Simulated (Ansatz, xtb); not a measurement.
Species: C$_{3}$H$_{5}$N (charge 0, singlet). SMILES: CC[N+]#[C-]
Structure (B3LYP-D3(BJ)/def2-TZVP (Ansatz, a program for electronic structure) minimum search):
```xyz
9

C     -1.5290     0.2840    -0.1251
C     -0.2976    -0.5526    -0.4537
N      0.8749    -0.0301     0.1651
C      1.8162     0.4197     0.6833
H     -1.4021     1.3088    -0.4729
H     -1.7052     0.3036     0.9501
H     -2.4041    -0.1449    -0.6144
H     -0.4263    -1.5820    -0.1143
H     -0.1245    -0.5812    -1.5311
```
Charge 0, spin multiplicity 1.

Harmonic wavenumbers from GFN2-xTB (xtb, at its own minimum), cm⁻¹: 198, 211, 335, 471, 819, 905, 1074, 1096, 1113, 1232, 1308, 1407, 1445, 1485, 1494, 2250, 2932, 2949, 3042, 3046, 3048.

**Question.** Give the harmonic wavenumbers at B3LYP-D3(BJ)/def2-TZVP (Ansatz, finite differences of forces, unscaled).

**Answer.** 190, 217, 307, 479, 807, 849, 1024, 1117, 1163, 1315, 1382, 1418, 1491, 1495, 1509, 2234, 3049, 3052, 3082, 3119, 3126 cm⁻¹. Zero-point energy 46.4 kcal/mol.

**Question.** From these and the geometry, give the ideal-gas thermochemistry at 298.15 K and 1 atm (rigid rotor, harmonic oscillator).

**Answer.** Point group Cs, rotational symmetry number 1. Rotational constants 28.06, 5.113, 4.571 GHz. S(trans) 37.94, S(rot) 23.71, S(vib) 6.96, S(elec, spin only) 0.00, S 68.6 cal/(mol K). H(298) - H(0) 3.64 kcal/mol; G - E(el) 29.5 kcal/mol.
